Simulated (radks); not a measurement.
The numbers below are computed, except where a source is named.
The helium ion He+ inside a hard spherical wall (all orbitals vanish at R), configuration held at 1s1 and not refilled when levels cross. Level of theory: non-relativistic Kohn-Sham, r2SCAN, spin-unpolarised, spherical densities, point nucleus; meta-GGA in the generalised Kohn-Sham scheme; without spin polarisation the odd electron is poorly described (a radial shooting solver on a logarithmic mesh with Libxc functionals). Eigenvalues in eV, with the zero of energy where the potential of the charges vanishes at infinity; a dash marks a level that is unbound or too diffuse for the functional's potential to be trusted. A positive occupied level is held by the wall or, in an anion where self-interaction has pushed it up, behind a barrier. The pressure on the wall is -dE/dV.

| R (bohr) | E (hartree) | kinetic (hartree) | e(1s) | e(2s, empty) | e(2p, empty) | pressure (GPa) |
|---|---|---|---|---|---|---|
| free | -1.88969 | 1.874 | -39.550 | - | - | 0 |
| 12 | -1.88969 | 1.874 | -39.550 | - | - | < 0.0001 |
| 10 | -1.88969 | 1.874 | -39.550 | - | - | < 0.0001 |
| 8 | -1.88969 | 1.874 | -39.550 | - | - | < 0.0001 |
| 7 | -1.88969 | 1.874 | -39.550 | -1.440 | -1.013 | < 0.0001 |
| 6 | -1.88969 | 1.874 | -39.550 | -0.462 | -0.465 | < 0.0001 |
| 3 | -1.88515 | 1.910 | -39.263 | 16.634 | 8.290 | 3.49 |
| 1.5 | -1.54905 | 3.022 | -26.752 | 144.51 | 72.556 | 1030 |
